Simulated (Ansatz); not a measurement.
Computed with Ansatz on PBE0-D4/def2-TZVP structures; ΔE is electronic, products minus reactants. CCSD(T)/CBS adds triple-zeta CCSD(T) − MP2 to the extrapolated MP2 energy (def2 sets, frozen cores). This one scheme is used for every species. DFT in def2-TZVPP. B3LYP here is the variant with VWN-RPA as its local correlation; programs differ in this. For Ge outer-core shells are correlated without core-valence functions, which leaves a few kJ/mol of doubt a bond. Scalar relativity is left out up to krypton.

Consider the formal exchange of groups at a Ge–F bond: `[F][Ge]([F])([SiH3])[Cl]` + CH₄ → `[CH3][Ge]([F])([SiH3])[Cl]` + H–F.

```
             level  ΔE (kJ/mol)
           PBE0-D4         70.1
      CAM-B3LYP-D4         84.4
             B3LYP         88.1
CCSD(T)/def2-TZVPP         71.5
```

(1) What does CCSD(T)/CBS give? (Estimate.)

Largest T1 diagnostic among the species: 0.012.

Answers

(1) The calculation gave: +67.3 kJ/mol. The listed levels differ from it by 2.8, 17.1, 20.8, 4.2 kJ/mol.

From r2SCAN to r2SCAN0 (25 % exact exchange), in def2-TZVPP and without D4, ΔE moves by −5.5 kJ/mol. The D4 term adds −6.9 kJ/mol with B3LYP and −4.0 kJ/mol with PBE0; it sums over pairs of atoms, weighted by their polarisabilities, and B3LYP, whose exchange is more repulsive, gets the larger term.
